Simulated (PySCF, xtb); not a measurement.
## Relative energy of two isomers of FH3SbSi−

Structure X: `F[SiH-][SbH2]`, a singlet. Structure Y: `[F][Sb-][SiH3]`, a singlet. Both are isolated ions in the gas phase, relaxed with B3LYP-D3(BJ)/def2-SVPD; the shapes shown needn't be the lowest conformers.

X (Å):

```xyz
6

F    -0.7644    1.4018    1.8014
Sb   -0.5738   -0.2928   -1.1380
Si    0.5024    0.3113    1.3091
H     0.9345   -0.8459   -1.7917
H    -1.0374   -1.9336   -0.7988
H     1.3581    1.3740    0.5600
```

Y (Å):

```
atom    x (Å)    y (Å)    z (Å)
   F  -3.0272  -0.2011   2.0202
  Sb  -1.4629   1.0223   1.4230
  Si  -1.6247   0.3767  -1.0437
   H  -0.5530   1.1641  -1.7632
   H  -2.8940   0.6973  -1.8031
   H  -1.3634  -1.0585  -1.4474
```

Quicker runs give these differences E(Y) − E(X): GFN2-xTB −0.771 eV; HF/STO-3G −0.236 eV (at GFN2-xTB geometries); r2SCAN-D4/def2-SVPD +0.100 eV (at GFN2-xTB geometries).

**Question.** Which of the two would you expect CCSD(T)/def2-SVPD + ΔMP2/def2-TZVPPD electronic energies to favour?

**Answer.** Structure X; the calculation gives E(Y) − E(X) = +0.201 eV.

Level by level:

```json
{"level": "GFN2-xTB", "geometry": "GFN2-xTB", "E(Y) − E(X) (eV)": "−0.771", "departure from the last row (eV)": "−0.972", "job, with rough time for the two": "optimisation, 0.37 s"}
{"level": "HF/STO-3G", "geometry": "GFN2-xTB", "E(Y) − E(X) (eV)": "−0.236", "departure from the last row (eV)": "−0.436", "job, with rough time for the two": "single point, 3.1 s"}
{"level": "r2SCAN-D4/def2-SVPD", "geometry": "GFN2-xTB", "E(Y) − E(X) (eV)": "+0.100", "departure from the last row (eV)": "−0.101", "job, with rough time for the two": "single point, 32 s"}
{"level": "B3LYP-D3(BJ)/def2-SVPD", "geometry": "B3LYP-D3(BJ)/def2-SVPD", "E(Y) − E(X) (eV)": "+0.168", "departure from the last row (eV)": "−0.033", "job, with rough time for the two": "optimisation, 3 min"}
{"level": "HF/def2-SVPD", "geometry": "B3LYP-D3(BJ)/def2-SVPD", "E(Y) − E(X) (eV)": "−0.059", "departure from the last row (eV)": "−0.259", "job, with rough time for the two": "part of the CCSD(T) run"}
{"level": "MP2/def2-SVPD", "geometry": "B3LYP-D3(BJ)/def2-SVPD", "E(Y) − E(X) (eV)": "+0.024", "departure from the last row (eV)": "−0.177", "job, with rough time for the two": "part of the CCSD(T) run"}
{"level": "CCSD(T)/def2-SVPD", "geometry": "B3LYP-D3(BJ)/def2-SVPD", "E(Y) − E(X) (eV)": "+0.104", "departure from the last row (eV)": "−0.096", "job, with rough time for the two": "single point"}
{"level": "CCSD(T)/def2-SVPD + ΔMP2/def2-TZVPPD", "geometry": "B3LYP-D3(BJ)/def2-SVPD", "E(Y) − E(X) (eV)": "+0.201", "departure from the last row (eV)": "", "job, with rough time for the two": "single point, 2.7 min"}
```

As drawn, Y has 1 F–Sb, 2 Si–H in place of 1 F–Si, 2 Sb–H.

GFN2-xTB, HF/STO-3G, HF/def2-SVPD put the two in the other order. The largest departure from CCSD(T)/def2-SVPD + ΔMP2/def2-TZVPPD is that of GFN2-xTB, 0.972 eV. The last row adds to CCSD(T) the change of the MP2 difference between the two basis sets, here +0.096 eV.

With thermal terms from frequencies at re-optimised GFN2-xTB minima (ideal gas, soft modes damped towards free rotors, one conformer each, 298.15 K, 1 atm): the zero-point term adds +0.141 eV; ΔH is +0.346 and ΔG +0.331 eV.

The correlated steps freeze 10 core orbitals; the filled d shell of Sb is correlated, in a basis made for valence electrons. Atoms past krypton carry core potentials in the def2 sets, other sets are all-electron and non-relativistic, and no spin–orbit term is included. Run with PySCF 2.14.0, xtb 6.7.1; the last row on 2 threads of Intel(R) Xeon(R) Platinum 8175M CPU @ 2.50GHz (Skylake/Cascade Lake) on a shared host.
